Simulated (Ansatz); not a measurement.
Cartesian coordinates in Å:
```
O -1.382 1.087 1.250
Si -0.759 -0.328 0.722
F 0.250 -0.937 1.814
Si 0.553 0.127 -1.172
O 2.040 0.662 -0.747
Cl 0.663 -1.668 -2.189
H -2.053 1.081 1.934
H -1.824 -1.349 0.547
H 0.009 1.132 -2.109
H 2.502 0.192 -0.049
```

Charge 0, multiplicity 1.

Question: List the PBE/def2-TZVPP orbital energies in eV (the Gaussian-basis code of Ansatz). (Estimate.)

Answer: Ansatz gave: Occupied: -2738.94, -1780.95, -1780.94, -659.98, -510.87, -510.82, -249.52, -190.20, -190.06, -190.05, -138.54, -138.53, -95.33, -95.32, -95.27, -95.27, -95.23, -95.22, -29.67, -25.60, -25.55, -20.51, -14.78, -14.12, -12.61, -11.78, -11.02, -10.67, -10.06, -9.85, -9.49, -8.90, -8.64, -8.23, -7.98, -7.83, -6.77. Lowest empty: -1.57, -1.29, 0.29, 0.31, 0.48, 1.28, 1.63, 1.86.
